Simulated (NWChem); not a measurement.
# CH₄AlBrO; SMILES C[O][AlH][Br]

```xyz
8

Al    -1.0104     0.5478     0.0000
H     -2.5774     0.5317     0.0000
Br     0.1929    -1.3633     0.0000
O     -0.2100     2.0297     0.0000
C      1.0623     2.5900     0.0000
H      1.8631     1.8283     0.0000
H      1.2020     3.2281    -0.8898
H      1.2020     3.2281     0.8898
```
Atoms are numbered in this order, from 1.

Program: NWChem. Structure relaxed at the PBE0/def2-SVP level. Total energies compare along this basis series because the functional is fixed.

```json
[
 {"level": "PBE0/cc-pVDZ", "basis functions": "93", "energy (Ha)": "-2931.8495", "highest occupied level (eV)": "-8.24", "orbital gap (eV)": "7.40", "dipole (D)": "1.09"},
 {"level": "PBE0/aug-cc-pVDZ", "basis functions": "145", "energy (Ha)": "-2931.8641", "highest occupied level (eV)": "-8.37", "orbital gap (eV)": "7.34", "dipole (D)": "1.02"},
 {"level": "PBE0/cc-pVTZ", "basis functions": "193", "energy (Ha)": "-2931.9800", "highest occupied level (eV)": "-8.36", "orbital gap (eV)": "7.45", "dipole (D)": "1.08"}
]
```
